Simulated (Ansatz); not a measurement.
Program: Ansatz. Geometries: PBE0-D4/def2-TZVP. ΔE: electronic, gas phase. CCSD(T)/CBS adds triple-zeta CCSD(T) − MP2 to the extrapolated MP2 energy (def2 sets, frozen cores). This one scheme is used for every species. DFT in def2-TZVPP. One conformer a species, not always the lowest.

Reaction (ligand exchange at the Si–N bond): `C[Si](C)(C)NN` + `OBF` → `C[Si](C)(C)OBF` + `NN`

`C[Si](C)(C)NN`:

Z-matrix (Å, degrees):
```
C
Si 1 1.877
H 1 1.094 2 111.1
H 1 1.093 2 111.2 3 120.3
H 1 1.094 2 111.5 3 -119.3
C 2 1.869 1 110.5 3 -64.6
C 2 1.872 1 107.9 3 57.5
N 2 1.728 1 111.7 3 177.6
H 6 1.093 2 111.2 1 179.2
H 6 1.093 2 111.4 1 -60.1
H 6 1.093 2 110.7 1 59.4
H 7 1.093 2 111.0 1 -176.8
H 7 1.094 2 111.2 1 63.0
H 7 1.094 2 111.1 1 -56.4
N 8 1.410 2 124.1 1 -57.1
H 8 1.006 2 122.2 1 102.8
H 15 1.014 8 111.1 2 48.4
H 15 1.013 8 109.9 2 -71.3
```

`OBF`:

Z-matrix (Å, degrees):
```
B
O 1 1.344
F 1 1.332 2 120.3
H 1 1.192 2 120.1 3 -180.0
H 2 0.963 1 113.4 3 -0.0
```

`C[Si](C)(C)OBF`:

Cartesian coordinates in Å:
```
C -0.485 -1.072 1.399
Si -0.179 -0.104 -0.162
C -1.619 -0.224 -1.333
C 1.412 -0.622 -0.981
O -0.066 1.525 0.235
B 0.748 2.232 1.019
F 1.733 1.627 1.694
H 0.347 -0.958 2.098
H -1.397 -0.735 1.898
H -0.598 -2.137 1.180
H -1.777 -1.258 -1.653
H -2.538 0.126 -0.858
H -1.448 0.383 -2.225
H 1.608 -0.023 -1.874
H 2.258 -0.504 -0.299
H 1.368 -1.672 -1.285
H 0.631 3.415 1.148
```

`NN`:

```xyz
6

N    -0.146    0.613   -0.389
N     0.509   -0.513    0.163
H    -1.151    0.584   -0.261
H     0.208    1.441    0.070
H     0.020   -0.896    0.965
H     0.560   -1.229   -0.548
```

```tsv
species	PBE-QIDH energy (Eh)
`C[Si](C)(C)NN`	-520.15549
`OBF`	-201.08134
`C[Si](C)(C)OBF`	-609.48676
`NN`	-111.77154
```

Work out ΔE.

ΔE = (-609.48676) + (-111.77154) − (-520.15549) − (-201.08134) = -0.02147 Eh = -13.5 kcal/mol. CCSD(T)/CBS gives -14.1 kcal/mol.

Largest T1 diagnostic among the species: 0.013.

At CCSD(T), def2-SVP lies +2.1 kcal/mol from the extrapolated value and def2-TZVPP +0.3 kcal/mol. From PBE to PBE0 (25 % exact exchange), in def2-TZVPP and without D4, ΔE moves by −0.8 kcal/mol. Leaving LDA and LC-ωPBE aside and taking each functional with its dispersion term where it has one, the values, not all of them listed here, spread over 3.6 kcal/mol, from BHLYP-D4 to revPBE-D4. LDA lies +1.3 kcal/mol from PBE without D4.
